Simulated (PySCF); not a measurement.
Zn(SH) (HSZn), SMILES [SH][Zn+], charge +1. Coordinates come from a PBE-D3(BJ)/def2-TZVP optimisation. The multiplicity is an assumed one; other spin states were not compared. The isomer is the one that the SMILES or the coordinates give; other isomers of the formula were not compared.

Computed equilibrium geometry at PBE-D3(BJ)/def2-TZVP (PySCF confirms it by a frequency run) as a Z-matrix, and its point group:
point group Cs.
```
S
H 1 1.3648
Zn 1 2.1595 2 90.96
```
Charge +1, spin multiplicity 1.
